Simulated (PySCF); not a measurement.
## Bond length, frequency and bond energy of Sn₂ by level of theory

State: ³Σg⁻ (triplet), unpaired electrons π ↑↑. Set-up: Sn x2c-TZVPPall; spin-free X2C with a Gaussian nucleus (PySCF 2.14). De refers to Sn + Sn in their high-spin ground configurations, without counterpoise correction. The functionals are run spin-unrestricted.

```json
{"Level": "UHF", "Re (Å)": "2.719", "ωe (cm⁻¹)": "217", "De (eV)": "0.92", "CPU s a point (SCF and correlation, without the integrals)": "3.8"}
{"Level": "UHF-MP2", "Re (Å)": "2.720", "ωe (cm⁻¹)": "200", "De (eV)": "2.21", "CPU s a point (SCF and correlation, without the integrals)": "6.9"}
{"Level": "UHF-SCS-MP2", "Re (Å)": "2.722", "ωe (cm⁻¹)": "203", "De (eV)": "2.00", "CPU s a point (SCF and correlation, without the integrals)": "n/a"}
{"Level": "UHF-CCSD", "Re (Å)": "2.728", "ωe (cm⁻¹)": "203", "De (eV)": "2.04", "CPU s a point (SCF and correlation, without the integrals)": "n/a"}
{"Level": "UHF-CCSD(T)", "Re (Å)": "2.750", "ωe (cm⁻¹)": "193", "De (eV)": "2.24", "CPU s a point (SCF and correlation, without the integrals)": "200"}
{"Level": "PBE", "Re (Å)": "2.797", "ωe (cm⁻¹)": "181", "De (eV)": "2.68", "CPU s a point (SCF and correlation, without the integrals)": "3.1"}
{"Level": "BLYP", "Re (Å)": "2.831", "ωe (cm⁻¹)": "173", "De (eV)": "2.58", "CPU s a point (SCF and correlation, without the integrals)": "2.5"}
{"Level": "BP86", "Re (Å)": "2.797", "ωe (cm⁻¹)": "180", "De (eV)": "2.69", "CPU s a point (SCF and correlation, without the integrals)": "2.1"}
{"Level": "r²SCAN", "Re (Å)": "2.764", "ωe (cm⁻¹)": "192", "De (eV)": "2.55", "CPU s a point (SCF and correlation, without the integrals)": "4.7"}
{"Level": "r²SCANh", "Re (Å)": "2.751", "ωe (cm⁻¹)": "196", "De (eV)": "2.48", "CPU s a point (SCF and correlation, without the integrals)": "6.3"}
{"Level": "B3LYP", "Re (Å)": "2.782", "ωe (cm⁻¹)": "187", "De (eV)": "2.44", "CPU s a point (SCF and correlation, without the integrals)": "6.1"}
{"Level": "PBE0", "Re (Å)": "2.750", "ωe (cm⁻¹)": "197", "De (eV)": "2.45", "CPU s a point (SCF and correlation, without the integrals)": "6.4"}
{"Level": "ωB97X", "Re (Å)": "2.710", "ωe (cm⁻¹)": "214", "De (eV)": "2.55", "CPU s a point (SCF and correlation, without the integrals)": "19"}
```

Question: Which functional lies closest to UHF-CCSD(T) in De, which farthest, and by how much do they differ from it?

Answer: Closest is B3LYP (+3.2 pm in Re, -3.1 % in ωe, +0.20 eV in De against UHF-CCSD(T) in the same basis), farthest BP86 (+4.7 pm in Re, -6.7 % in ωe, +0.45 eV in De). CCSD(T) converges more slowly with the basis than the functionals do and binds too weakly in this one, so the order can change at the basis-set limit.

Question: What does a quarter of exact exchange do here, going from PBE to PBE0?

Answer: PBE0 less PBE: -4.7 pm in Re, +8.8 % in ωe, -0.23 eV in De. Exact exchange removes part of the self-interaction that spreads semilocal densities, and in most molecules shortens and stiffens the bond and lowers De; so it does here.

Question: What does the three-parameter hybrid form, with a fifth of exact exchange, do here, going from BLYP to B3LYP?

Answer: B3LYP less BLYP: -4.9 pm in Re, +8.1 % in ωe, -0.14 eV in De. Exact exchange removes part of the self-interaction that spreads semilocal densities, and in most molecules shortens and stiffens the bond and lowers De; so it does here.

Correlated steps freeze 36 core orbitals. These are scalar-relativistic numbers at best; spin–orbit coupling would shift them, the dissociation energy most. The state is the lowest determinant that a PBE0 search found; another state may lie lower at other levels.

The whole job (state search and all levels along the bond) took about 24 min on 2 threads of Intel Xeon Platinum 8259CL @ 2.50GHz (shared host), peak memory 4.8 GiB.
